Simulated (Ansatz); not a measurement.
AlFH4NP (`[NH2][Al]([F])[PH2]`). The species carries charge 0 and has multiplicity 1.

```xyz
8

N    -1.2883    0.0593   -1.0027
Al    0.3546    0.3252   -0.4379
F     1.2265    1.5156   -1.1809
P     1.3891   -0.9620    1.1818
H    -1.7256    0.5763   -1.7484
H    -1.9276   -0.6173   -0.6201
H     0.1767   -1.0972    1.9138
H     1.7946    0.2000    1.8944
```

(1) List the harmonic frequencies (cm⁻¹, unscaled) at PBE0-D4/def2-TZVP in Ansatz. (An estimate is asked.)

(2) Is this a minimum?

(3) Give the ideal-gas thermochemistry at 298.15 K and 1 bar (rigid rotor, harmonic oscillator; point group C1, symmetry number 1).

(4) And at 400, 500, 600, 800 and 1000 K?

(5) Rotational constants (cm⁻¹)?

Results:

(1) Ansatz gave: 97, 133, 199, 211, 358, 394, 400, 550, 606, 665, 794, 898, 1087, 1563, 2397, 2408, 3611, 3704.

(2) Yes, all 18 modes are real.

(3) Zero-point energy 120.1 kJ/mol; H(298) − E = 140.8 kJ/mol; entropy 341.9 J/(mol·K), of which translation 165.6, rotation 111.8, vibration 64.5; G(298) − E = 38.9 kJ/mol. Modes under 100 cm⁻¹ are hindered rotations or soft bends, so the harmonic entropy is rough.

(4) 
| T (K) | H − E (kJ/mol) | S (J/mol/K) | G − E (kJ/mol) |
| --- | --- | --- | --- |
| 400 | 152.0 | 374.1 | 2.4 |
| 500 | 164.1 | 401.0 | -36.4 |
| 600 | 176.9 | 424.4 | -77.7 |
| 800 | 204.4 | 463.8 | -166.7 |
| 1000 | 233.7 | 496.5 | -262.8 |

(5) 0.2071, 0.08993, 0.06355.
